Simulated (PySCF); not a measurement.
## How methods differ on the ionisation energy of Ga²⁺

Ga²⁺ [Ar] 3d10 4s1 [4s1/2^1, M_J = 1/2] → Ga³⁺ [Ar] 3d10, as a difference of total energies. Calculation: PySCF 2.14, in x2c-TZVPall-2c; the two-component X2C-1e Hamiltonian. Correlated levels: [Ne] frozen. "Screened" scales the spin-orbit matrix elements by Boettger's factors to mimic the two-electron term; Breit and QED terms are absent.

```
                    method  ionisation energy (eV)  error (eV)
 GHF (screened spin-orbit)                  29.627      -1.099
GMP2 (screened spin-orbit)                  30.186      -0.540
```

Reference: 30.726 eV (measured; NIST Atomic Spectra Database, ionization energies).

Errors of the correlated levels include the incompleteness of this basis and the frozen core.
